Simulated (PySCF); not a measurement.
Br2Hg, charge -1, multiplicity 2. Atoms are numbered in the order given.

```xyz
3

Hg     0.0000     0.0000     0.0000
Br     0.0000     0.0000    -2.8429
Br     0.0000     0.0000     2.8429
```
Charge -1, spin multiplicity 2.

Geometry: PBE-D3(BJ)/def2-SVPD. The multiplicity is an assumed one; no other spin state was optimised. The isomer is the one that the SMILES or the coordinates give; other isomers of the formula were not compared. The def2 effective core potentials stand for the cores of Hg; spin–orbit coupling is left out.

Computed with PBE-D3(BJ)/def2-SVPD (PySCF).

Frequencies are harmonic and unscaled.

Modes within 1.5 cm⁻¹ of each other (mostly degenerate sets) share a row, with their intensities summed.

| mode | ν (cm⁻¹) | IR (km/mol) | moving atoms (share of kinetic energy) |
|---|---|---|---|
| 1–2 | 9 | 6.7 | Br 56 %, Hg 44 % |
| 3 | 105 | 0.0 | Br 100 % |
| 4 | 127 | 46.1 | Br 56 %, Hg 44 % |
